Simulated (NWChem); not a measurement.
Everything below was run with NWChem. System: H3AlSe, charge 1, spin multiplicity 2, at the geometry of a parent with another charge or spin, in a state set for the comparison that need not be this species' ground state. Its SCF solution wasn't tested for a lower state.

Job file:

```
start mol
memory heap 200 mb stack 900 mb global 1100 mb
charge 1
geometry units angstroms nocenter noautoz
  Al     0.335226     1.556697     0.000000
  H     -0.890500     2.559722     0.000000
  H      1.858242     1.996167     0.000000
  Se    -0.192539    -0.696688     0.000000
  H      1.220654    -1.105574     0.000000
  symmetry group Cs
end
basis spherical
  * library 3-21g
end
dft
  xc xpbe96 cpbe96
  odft
  mult 2
  semidirect memsize 60000000 filesize 0
  iterations 100
end
task dft energy
```

The output up to the point where the run's verdict is printed (cleaned and shortened):

```
             Northwest Computational Chemistry Package (NWChem) 7.3.0
             --------------------------------------------------------

                                NWChem Input Module
                                -------------------

 Scaling coordinates for geometry "geometry" by  1.889725989
 (inverse scale =  0.529177249)

 Turning off AUTOSYM since
 SYMMETRY directive was detected!

                             Geometry "geometry" -> ""
                             -------------------------

 Output coordinates in angstroms (scale by  1.889725989 to convert to a.u.)

  No.       Tag          Charge          X              Y              Z
 ---- ---------------- ---------- -------------- -------------- --------------
    1 Al                  13.0000     0.33522600     1.55669700     0.00000000
    2 H                    1.0000    -0.89050000     2.55972200     0.00000000
    3 H                    1.0000     1.85824200     1.99616700     0.00000000
    4 Se                  34.0000    -0.19253900    -0.69668800     0.00000000
    5 H                    1.0000     1.22065400    -1.10557400     0.00000000

 Effective nuclear repulsion energy (a.u.)     135.6267423143

            Nuclear Dipole moment (a.u.)
            ----------------------------
        X                 Y               Z
 ---------------- ---------------- ----------------
     0.0000151178    -0.0000302356     0.0000000000

      Symmetry information
      --------------------

 Group name             Cs
 Group number              2
 Group order               2
 No. of unique centers     5

      Symmetry unique atoms

     1    2    3    4    5


 Summary of "ao basis" -> "" (spherical)
 ------------------------------------------------------------------------------
       Tag                 Description            Shells   Functions and Types
 ---------------- ------------------------------  ------  ---------------------
 *                           3-21g                    on all atoms

  pbe96 is a nonlocal functional; adding pw91lda local functional.

                                 NWChem DFT Module
[...]
 d= 0,ls=0.5,diis    75  -2632.1594919288 -3.82D-05  4.81D-05  1.29D-04    12.1
                                                     7.04D-05  1.51D-04
 d= 0,ls=0.5,diis    76  -2632.1595461266 -5.42D-05  9.45D-05  8.90D-05    12.2
                                                     1.04D-04  1.14D-04
 d= 0,ls=0.5,diis    77  -2632.1596194866 -7.34D-05  8.07D-05  3.58D-05    12.4
                                                     5.93D-05  6.02D-05
 d= 0,ls=0.5,diis    78  -2632.1596095718  9.91D-06  9.10D-05  6.22D-05    12.5
                                                     5.47D-05  7.96D-05
 d= 0,ls=0.5,diis    79  -2632.1595856766  2.39D-05  5.84D-05  9.89D-05    12.7
                                                     4.22D-05  1.07D-04
 d= 0,ls=0.5,diis    80  -2632.1595735840  1.21D-05  3.96D-05  1.19D-04    12.8
                                                     3.81D-05  1.22D-04
 d= 0,ls=0.5,diis    81  -2632.1595680239  5.56D-06  2.93D-05  1.30D-04    13.0
                                                     3.46D-05  1.32D-04
 d= 0,ls=0.5,diis    82  -2632.1595657025  2.32D-06  1.55D-05  1.38D-04    13.1
                                                     3.94D-05  1.38D-04
 d= 0,ls=0.5,diis    83  -2632.1595865565 -2.09D-05  2.51D-05  1.20D-04    13.3
                                                     4.54D-05  1.26D-04
 d= 0,ls=0.5,diis    84  -2632.1596156235 -2.91D-05  9.26D-06  9.75D-05    13.5
                                                     3.68D-05  1.06D-04
 d= 0,ls=0.5,diis    85  -2632.1596261986 -1.06D-05  9.16D-06  9.49D-05    13.6
                                                     3.51D-05  1.03D-04
 d= 0,ls=0.5,diis    86  -2632.1596355832 -9.38D-06  1.42D-05  9.26D-05    13.7
                                                     3.98D-05  1.00D-04
 d= 0,ls=0.5,diis    87  -2632.1596558227 -2.02D-05  2.98D-05  7.85D-05    13.9
                                                     4.82D-05  8.77D-05
 d= 0,ls=0.5,diis    88  -2632.1596832042 -2.74D-05  1.59D-05  5.87D-05    14.0
                                                     4.36D-05  6.94D-05
 d= 0,ls=0.5,diis    89  -2632.1597025113 -1.93D-05  2.89D-05  4.76D-05    14.2
                                                     3.56D-05  5.82D-05
 d= 0,ls=0.5,diis    90  -2632.1597016659  8.45D-07  2.73D-05  5.56D-05    14.3
                                                     3.21D-05  6.39D-05
 d= 0,ls=0.5,diis    91  -2632.1597007499  9.16D-07  3.26D-05  6.24D-05    14.4
                                                     2.98D-05  6.91D-05
 d= 0,ls=0.5,diis    92  -2632.1596951980  5.55D-06  2.06D-05  7.19D-05    14.6
                                                     2.60D-05  7.71D-05
 d= 0,ls=0.5,diis    93  -2632.1596944945  7.03D-07  2.83D-05  7.58D-05    14.7
                                                     3.55D-05  8.05D-05
 d= 0,ls=0.5,diis    94  -2632.1597145168 -2.00D-05  6.97D-06  5.87D-05    14.9
                                                     2.81D-05  6.74D-05
 d= 0,ls=0.5,diis    95  -2632.1597222213 -7.70D-06  5.36D-06  5.55D-05    15.0
                                                     2.89D-05  6.42D-05
 d= 0,ls=0.5,diis    96  -2632.1597313532 -9.13D-06  1.54D-05  5.08D-05    15.1
                                                     2.56D-05  5.97D-05
 d= 0,ls=0.5,diis    97  -2632.1597334352 -2.08D-06  1.02D-05  5.30D-05    15.3
                                                     2.50D-05  6.05D-05
 d= 0,ls=0.5,diis    98  -2632.1597372947 -3.86D-06  1.03D-05  5.31D-05    15.4
                                                     3.09D-05  6.01D-05
 d= 0,ls=0.5,diis    99  -2632.1597490203 -1.17D-05  6.44D-06  4.56D-05    15.6
                                                     2.68D-05  5.23D-05
 d= 0,ls=0.5,diis   100  -2632.1597553567 -6.34D-06  4.54D-06  4.35D-05    15.7
                                                     2.76D-05  4.97D-05
```

Convergence was not reached. The next line reads: Calculation failed to converge. NWChem stopped with the message: dft energy failed.
